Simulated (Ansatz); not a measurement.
A nudged elastic band was laid between two geometries of H₅O₂Si₂ (9 atoms, charge 1, multiplicity 1).

Theory: RHF/def2-SVP in Ansatz 0.2.0.

```yaml
movable_images: 9
climbing_image: yes
spring: 5.0 eV/Å²
optimiser: quadratic models (default)
start_path: through a guess of the saddle point
force_threshold: 0.5 eV/Å
iteration_limit: 56
end_points: relaxed
```

Initial state:

```xyz
9
Properties=species:S:1:pos:R:3
O -1.493 0.824 0.364
Si 0.028 1.256 -0.014
O 0.740 -0.303 -0.197
Si 0.677 -1.855 -0.159
H -2.222 1.401 0.538
H 0.768 1.898 1.071
H 0.174 1.908 -1.313
H 1.870 -2.593 -0.542
H -0.542 -2.536 0.252
```

Final state:

```xyz
9
Properties=species:S:1:pos:R:3
O -1.209 1.600 -0.213
Si 0.796 1.273 -0.243
O 0.575 -0.523 -0.074
Si 0.752 -2.053 -0.099
H -1.715 1.776 0.575
H 0.774 1.489 1.242
H -1.638 2.002 -0.962
H 2.059 -2.652 0.141
H -0.393 -2.912 -0.367
```

Q: Which bonds break or form, and what moves?

A: Bonds broken: Si2–H7. Bonds formed: O1–H7.

Q: Give the energies along the band, and the barrier.

A: It converged. The highest image is number 5 of 0 to 10, 4.29 eV above the first end and 2.21 eV above the last; the last end lies 2.07 eV above the first. The threshold of 0.5 eV/Å is loose, so the images may lie well off the minimum-energy path. Neighbouring images differ by up to 1.8 eV, so the band resolves the path poorly. The order of the stationary point at the top wasn't checked. The orbitals stay closed-shell, which can raise the energy where a bond breaks towards radicals; this wasn't checked here. Limits of this set-up: the dipole of an ion depends on the origin.

```
image  path coordinate (Å)  energy (eV)  Si2–H7 (Å)  O1–H7 (Å)
    0                 0.00         0.00        1.46       2.60
    1                 0.39         0.01        1.46       2.60
    2                 0.78         0.13        1.45       2.43
    3                 1.17         0.90        1.46       2.10
    4                 1.56         2.73        1.50       1.69
    5                 1.95         4.29        1.63       1.28
    6                 2.31         3.09        1.91       1.01
    7                 2.67         2.29        2.30       0.95
    8                 3.03         2.10        2.60       0.95
    9                 3.38         2.08        2.64       0.95
   10                 3.74         2.07        2.64       0.95
```

Q: What is the geometry of the highest image?

A: 
```xyz
9
Properties=species:S:1:pos:R:3
O -1.413 1.369 -0.088
Si 0.356 1.264 -0.106
O 0.611 -0.467 -0.019
Si 0.766 -2.004 -0.110
H -2.092 1.722 0.486
H 0.882 1.652 1.214
H -0.793 1.897 -1.078
H 2.069 -2.572 -0.413
H -0.386 -2.861 0.114
```

The run took 2.9 min on 1 thread of Intel(R) Xeon(R) Platinum 8488C (Sapphire Rapids), with other jobs on the host, peak memory 0.18 GiB.
